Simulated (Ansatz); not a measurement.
Cost and result up the ladder for Cd14H34S14 (62 atoms). Total charge 0; singlet. Geometry: PBE-D4/def2-SVP.

```xyz
62

S    -2.829   -3.227    2.538
Cd   -1.285   -2.584    4.525
Cd   -3.437    1.768    3.745
S    -1.285   -0.042    3.665
Cd   -0.862   -4.252    0.977
S     0.901   -3.372    2.813
Cd   -3.665   -1.886    0.155
S    -3.889    0.514    1.310
S    -1.073   -1.822   -0.038
Cd   -0.155    0.076    1.315
Cd    3.136   -2.715    1.612
S     2.361   -0.193    2.171
Cd   -3.009    2.334   -0.398
S    -0.395    2.418    0.408
Cd   -1.997    4.381    1.708
Cd    3.907    1.965    2.195
S     1.660    3.306    3.086
S    -2.208   -1.363   -5.311
Cd    0.131   -2.041   -2.260
S     2.556   -1.992   -1.036
Cd   -0.381    0.699   -5.427
S    -3.215    1.197   -2.598
S     0.164    0.521   -2.939
Cd    0.998    2.750   -1.614
Cd    4.347   -0.212   -1.738
S     3.379    1.831   -0.423
Cd    2.357    0.077   -6.883
S     3.231    1.232   -4.196
H    -3.601   -4.246    3.011
H    -5.000   -1.748    3.915
H    -0.998   -3.072    6.123
H     2.170   -1.084    5.778
H    -5.495   -1.404    4.394
H    -4.571    1.467    4.972
H    -0.319    0.552    4.420
H    -0.765   -5.765    0.216
H     1.859   -1.660    5.373
H     1.282   -4.543    3.396
H    -4.950   -2.608   -0.684
H    -5.224    0.707    1.121
H     4.670   -3.444    1.661
H     2.083   -0.426    3.484
H    -3.388    3.950    0.342
H    -2.461    3.139    3.017
H    -1.211    5.891    1.766
H     5.393    2.369    2.901
H     1.889    4.596    2.710
H     0.847    3.032    1.953
H    -1.820   -2.011   -6.447
H    -1.359   -2.147   -4.518
H    -0.191   -3.022   -3.651
H     3.194   -3.043   -1.624
H    -0.555    1.932   -6.594
H    -3.078    2.314   -3.368
H    -1.228    0.789   -2.658
H     1.702    3.655   -2.911
H     5.890   -0.504   -2.386
H     4.261    2.745   -0.917
H     1.066   -0.719   -6.031
H     3.572    0.644   -7.888
H     4.352    1.938   -4.522
H     2.542    2.355   -3.720
```

Ansatz on 11 threads of AMD EPYC 7R13 on a shared host and a whole NVIDIA H100 80GB HBM3. Times are rough, and most runs start from the orbitals of an earlier one. PBE0-D4/def2-TZVP serves as the yardstick here, not as an exact answer. Differences are given only for rows in sets of like size (and for xTB, whose basis is part of the method), since another set adds its own error. Binding counts from free atoms at the same level (S triplet, Cd singlet, H doublet; other spins of the atoms weren't run), without zero-point energy or a counterpoise term.

In the def2 sets Cd takes a core potential; there is no spin–orbit coupling. Single mean-field runs in def2-SVP, def2-TZVP are fitted with def2-universal-jkfit. In the singlet geometry the species has come apart into loosely held pieces. In the singlet, H32 and H37 lie 0.77 Å apart, H30 and H33 lie 0.77 Å apart (atoms count from 1), so H2 has formed as a molecule.

```json
{"level": "PBE-D4/def2-SVP", "functions": "856", "wall time": "7.5 s", "binding energy per atom (eV)": "2.22", "difference from PBE0-D4/def2-TZVP (eV)": "–"}
{"level": "PBE0-D4/def2-SVP", "functions": "856", "wall time": "11 s", "binding energy per atom (eV)": "2.22", "difference from PBE0-D4/def2-TZVP (eV)": "–"}
{"level": "r2SCAN-D4/def2-TZVP", "functions": "1282", "wall time": "12 s", "binding energy per atom (eV)": "2.24", "difference from PBE0-D4/def2-TZVP (eV)": "0.04"}
{"level": "PBE-D4/def2-TZVP (with forces)", "functions": "1282", "wall time": "13 s", "binding energy per atom (eV)": "2.19", "difference from PBE0-D4/def2-TZVP (eV)": "0.00"}
{"level": "PBE0-D4/def2-TZVP", "functions": "1282", "wall time": "16 s", "binding energy per atom (eV)": "2.19", "difference from PBE0-D4/def2-TZVP (eV)": "0.00"}
```
